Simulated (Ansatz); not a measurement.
`N[BH][SnH3]` + `CSS` → `CS[S][SnH3]` + `BN` at 500 K and 1 bar (cleavage of the Sn–B bond).

Computed with Ansatz on PBE0-D4/def2-TZVP structures; ΔE is electronic, products minus reactants. CCSD(T)/CBS adds triple-zeta CCSD(T) − MP2 to the extrapolated MP2 energy (def2 sets, frozen cores). This one scheme is used for every species. def2 core potentials past Kr. For Sn outer-core shells are correlated without core-valence functions, which leaves a few kJ/mol of doubt a bond. Each species was taken in one conformer, which may not be the lowest.

| species | CCSD(T)/CBS energy (Eh) | H − E (kJ/mol) | S (J/(mol·K)) |
| --- | --- | --- | --- |
| `N[BH][SnH3]` | -297.14394 | 198.1 | 377.7 |
| `CSS` | -836.00794 | 157.7 | 335.9 |
| `CS[S][SnH3]` | -1051.24276 | 209.2 | 445.4 |
| `BN` | -81.93499 | 148.8 | 257.4 |

H − E and S are ideal-gas, rigid-rotor, harmonic terms from PBE0-D4/def2-TZVP, for one conformer and one mirror image of each species. 1 Eh = 2625.50 kJ/mol, R = 8.31446 J/(mol·K).

Problem. By hand: ΔE, ΔH, ΔS and ΔG.

Solution. ΔE = (-1051.24276) + (-81.93499) − (-297.14394) − (-836.00794) = -0.02587 Eh = -67.9 kJ/mol. Δ(H − E) = 209.2 + 148.8 − 198.1 − 157.7 = 2.2, so ΔH = -65.7 kJ/mol. ΔS = 445.4 + 257.4 − 377.7 − 335.9 = -10.8 J/(mol·K). ΔG = -65.7 − 500 × (-10.8)/1000 = -60.3 kJ/mol.

Problem. By hand: the equilibrium constant, and the temperature at which ΔG would vanish if ΔH and ΔS stayed fixed.

Solution. log₁₀ K = −ΔG/(RT ln 10) = 6.3. ΔG = 0 at ΔH/ΔS = 6083 K, far beyond where these terms or the molecules hold.

The number of gas molecules stays the same, so ΔS is small and ΔH decides. A doubt of 5 kJ/mol in ΔE shifts log₁₀ K by 0.5 here. Other conformers and mirror images would add mixing entropy, several J/(mol·K) or more a flexible species. These are equilibria of isolated gas molecules and say nothing of rates. Largest T1 diagnostic: 0.014 (customary marks: 0.02 for closed shells, 0.045 for open ones).
